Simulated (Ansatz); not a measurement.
Frontier orbitals of CH₆OSi₂ (`O=C[SiH2][SiH3]`).

Total charge 0; spin multiplicity 1. All single points use the PBE0-D4/def2-TZVP geometry. It is one conformer, not always the lowest. Basis def2-TZVPP, the Gaussian-basis code of Ansatz.

| functional | HOMO (eV) | LUMO (eV) | gap (eV) |
| --- | --- | --- | --- |
| PBE | -5.64 | -2.85 | 2.79 |
| revPBE | -5.59 | -2.76 | 2.83 |
| BLYP | -5.55 | -2.70 | 2.85 |
| PBE0 | -7.07 | -1.75 | 5.32 |
| r2SCAN0 | -7.26 | -1.66 | 5.60 |
| BHLYP | -8.45 | -0.56 | 7.89 |
| LC-ωPBE | -9.72 | 0.66 | 10.38 |
| ωB97M-V | -9.34 | 0.43 | 9.77 |

From PBE to PBE0 the HOMO moves by −1.43 eV and the LUMO by +1.10 eV, and with ωB97M-V by −3.69 and +3.29 eV, so the gap grows from 2.79 to 9.77 eV with exact exchange. A positive LUMO is unbound and depends on the basis.

LC-ωPBE has ω = 0.4 bohr⁻¹.
